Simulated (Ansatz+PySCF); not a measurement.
The numbers below are computed, except where a source is named.
Input for PySCF 2.14.0:

```python
from pyscf import gto, dft

mol = gto.M(atom="""
Fe 0.000000 0.000000 0.000000
O 0.000000 0.000000 1.680640
""", basis='def2-svp', charge=0, spin=4)
mf = dft.UKS(mol, xc='pbe0')
mf.init_guess = 'atom'
mf.kernel()
while True:  # follow internal instabilities
    mo, _, stable, _ = mf.stability(return_status=True)
    if stable: break
    mf.kernel(mf.make_rdm1(mo, mf.mo_occ))
print(mf.converged, mf.e_tot, mf.spin_square()[0])
```

The script is written out from the run's settings.

The run gave:

```json
{
  "Converged": "yes",
  "Total energy": "-1338.32121 hartree",
  "Spin squared of the determinant": "6.128"
}
```

Caution: another spin multiplicity may lie lower; the unrestricted determinant is spin contaminated.
